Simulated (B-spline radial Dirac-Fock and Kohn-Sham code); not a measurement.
**Satellites and hypersatellites of the K lines of Mn³⁺**

System: the Mn³⁺ ion in the configuration [Ar] 3d4.

Input of the calculation (task.json; shells as n, l, electrons):

```json
{"items": [{
  "Z": 25,
  "q": 3,
  "cfg": [[1, 0, 2], [2, 0, 2], [2, 1, 6], [3, 0, 2], [3, 1, 6], [3, 2, 4]],
  "A": 55,
  "rrms": 3.7057,
  "do": ["binding", "quiet", "double"]
}]}
```

Launch: `python xray_run.py task.json out`

Method: ΔSCF Dirac-Fock with Breit, self-energy and vacuum polarisation, finite nucleus, configuration average. Computed with a B-spline atomic structure program. Each two-hole energy is an average over J within one jj subconfiguration, not an observable level; in light atoms, where LS coupling holds, the j-resolved values are not observed lines, and for a K spectator the Kα1 hypersatellite is nearly forbidden. No correlation.

Lines without a spectator: Kα2 (K-L2) 5886.1 eV, Kα1 (K-L3) 5896.3 eV, Kβ3 (K-M2) 6489.4 eV, Kβ1 (K-M3) 6490.7 eV. Shifts in eV with one spectator hole (a dash: not computed, or left out as unreliable):

```tsv
spectator hole	Kα2	Kα1	Kβ3	Kβ1
K (1s)	+261.1	+262.9	+326.4	+326.7
L2 (2p1/2)	+23.58	+28.91	–	+67.6
L3 (2p3/2)	+27.10	+25.90	+65.7	–
M2 (3p1/2)	–	+2.09	+5.82	+7.34
M3 (3p3/2)	+1.93	–	+7.03	+6.61
```

With n spectator holes in 2p, averaged over the 2p shell (energies in eV):

| n | KαLⁿ | step | hypersatellite KαʰLⁿ |
| --- | --- | --- | --- |
| 0 | 5892.9 | – | 6155.2 |
| 1 | 5919.8 | +26.9 | 6183.3 |
| 2 | 5947.8 | +28.0 | 6212.6 |
| 3 | 5977.0 | +29.2 | 6243.0 |
| 4 | 6007.5 | +30.4 | 6274.7 |
| 5 | 6039.1 | +31.6 | 6307.6 |
